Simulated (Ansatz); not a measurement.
Bond stretch in NBe (cation, charge +1), lowest triplet found (which spin is the ground state isn't settled by this scan).

Calculation: full CI/aug-cc-pVDZ, frozen core run with Ansatz (a first-principles code).

### Question
Relative to R = 1.62 Å, what are the energies at R = 1.29, 1.58, 3.69, 4.79 Å?

### Answer
41.2 kcal/mol at 1.29 Å, 0.7 kcal/mol at 1.58 Å, 36.3 kcal/mol at 3.69 Å, 37.5 kcal/mol at 4.79 Å.

The scan ran from 1.21 to 5.71 Å; beyond the distances shown full CI changes its symmetry label. Also computed but left out beside FCI, since their determinant holds another spin at the minimum (<S²> over 0.7 above the pure value): UHF/3-21G.
